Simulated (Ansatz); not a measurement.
Ansatz (a first-principles code) input (HF/def2-TZVPPD):
A basis named .json is the Basis Set Exchange file of that set.

Ansatz 0.2 input:
```yaml
crystal:
  periodic: [false, false, false]
  atoms:
    - {symbol: Zr, position_ang: [-0.00000000, 0.00000000, 0.00000000]}
    - {symbol: Br, position_ang: [2.05732760, -0.93571869, -1.27389505]}
    - {symbol: Br, position_ang: [1.04639007, 0.58585280, 2.30061280]}
    - {symbol: Br, position_ang: [-1.32250526, 2.16886745, -0.52722744]}
    - {symbol: Br, position_ang: [-1.78121242, -1.81900156, -0.49949031]}
basis:
  gaussian:
    orbitals: def2-TZVPPD.json
hamiltonian:
  xc: hf
total_charge: -1
magnetization: {spin_polarized: true, initial_magnetization: 1}
```

Output:

```
Functional definition: HF
integrals: 0.72 GiB planned
1840 factors; integrals over basis functions are off by at most 4.5e-4 eV
mean field: 3.67 GiB planned
mean field evaluation 1: about -281265.6225 eV, gradient 2.6e1 eV
mean field evaluation 2: about -281265.7820 eV, gradient 2.6e1 eV
mean field evaluation 4: about -281272.5556 eV, gradient 7.7e0 eV
mean field evaluation 8: about -281273.5962 eV, gradient 5.0e-1 eV
mean field evaluation 16: about -281273.6236 eV, gradient 1.2e-5 eV
mean field evaluation 32: about -281264.3977 eV, gradient 7.6e0 eV
mean field evaluation 64: about -281272.8536 eV, gradient 3.4e0 eV
mean field evaluation 96: about -281273.2479 eV, gradient 1.8e0 eV
mean field -281273.62364067 eV, -10336.6150146850 hartree, gradient 1.5e-5 eV, S^2 0.754865; 1 other end points of the search recorded, 0 dependent functions left out
reference -281273.62364067 eV, -10336.6150146850 hartree; 77, 76 occupied and 207, 208 virtual orbitals, 1840 factors
Total energy: -281273.62364067 eV, -10336.6150146850 hartree
```

The spin state was set by rule; other spins were not relaxed.
